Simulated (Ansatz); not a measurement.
H3OSi (SMILES [O][SiH3]), charge 0, multiplicity 2, relaxed at each level with Ansatz (a program for electronic structure); harmonic frequencies from differences of analytic forces, average atomic masses, frozen cores. Open shells are unrestricted.

```
level                O1–Si2 (Å)  Si2–H3 (Å)  Si2–H4 (Å)  Si2–H5 (Å)  O1–Si2–H3 (°)  O1–Si2–H4 (°)  O1–Si2–H5 (°)  dipole (D)
-------------------  ----------  ----------  ----------  ----------  -------------  -------------  -------------  ----------
HF/def2-TZVPP            1.6657      1.4715      1.4716      1.4715          110.4          104.0          110.4        1.55
PBE/def2-TZVPP           1.6456      1.4976      1.5190      1.4976          114.9           98.1          114.9        1.92
r2SCAN/def2-TZVPP        1.6493      1.4846      1.4967      1.4846          113.3           99.8          113.3        1.72
B3LYP/def2-TZVPP         1.6578      1.4805      1.4907      1.4805          112.7          100.4          112.7        1.75
PBE0/def2-TZVPP          1.6568      1.4851      1.4931      1.4851          112.5          100.5          112.5        1.67
wB97X-V/def2-TZVPP       1.6668      1.4819      1.4870      1.4819          111.9          101.0          111.9        1.64
MP2/cc-pV(T+d)Z          1.6766      1.4728      1.4746      1.4728          111.3          102.4          111.3        1.46
CCSD(T)/cc-pV(D+d)Z      1.6994      1.4828      1.4869      1.4828          112.0          102.0          112.0        1.50
CCSD(T)/cc-pV(T+d)Z      1.6711      1.4784      1.4834      1.4784          111.9          101.7          111.9        1.49
```
